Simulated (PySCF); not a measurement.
Excitation energy of Cr+ by level of theory

Cr+ [Ar] 3d5 (6S) → Cr+ [Ar] 3d4 4p1 (high-spin determinant), as a difference of total energies. All numbers are calculated (PySCF 2.14, scalar relativity by spin-free X2C-1e, in x2c-TZVPPall (6s5p4d2f1g, 64 functions)). Correlated levels: valence: [Ar] frozen; valence and next inner shell: [Ne] frozen. The calculations carry no spin-orbit coupling.

```tsv
method	excitation energy (cm⁻¹)
UHF	39377
LDA	49370
PBE	47235
PBE0	46477
r2SCAN	46538
M06	48187
B2PLYP	45572
PW91	47386
CAM-B3LYP	46859
MP2 (valence)	45327
SCS-MP2 (valence)	41360
MP2 (valence and next inner shell)	49439
SCS-MP2 (valence and next inner shell)	45239
```

A first-order spin-orbit estimate (lowest level to lowest level, LS coupling) adds -0.061 eV.

The basis was made for the ground configuration and has no added diffuse functions, so the excitation energy can come out too high.

The determinant of the upper state mixes LS terms, which raises its energy above the lowest term, most at the Hartree-Fock and MP2 levels.
